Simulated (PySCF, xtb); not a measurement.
Isomers of C2H4B2. All species are isolated molecules in the gas phase. One relaxed conformer stands for each flexible species; it need not be the lowest. Strings in code marks are SMILES.

Quantity: electronic energy of isomers of C2H4B2 relative to `B=C=BC`, in eV.

Level 1: TPSSh-D3(BJ)/def2-TZVP // CAM-B3LYP-D3(BJ)/def2-TZVP (PySCF)
Level 2: M06-2X/6-31G* // CAM-B3LYP-D3(BJ)/def2-TZVP (PySCF)
Level 3: PBE/6-31G* // CAM-B3LYP-D3(BJ)/def2-TZVP (PySCF)
Level 4: GFN2-xTB (xtb)

```csv
species,level 1,level 2,level 3,level 4
`BBC#C`,1.26,1.20,1.47,0.47
`C=BB=C`,1.17,1.39,1.26,1.17
`BC1=CB1`,0.068,-0.101,0.141,-0.232
```
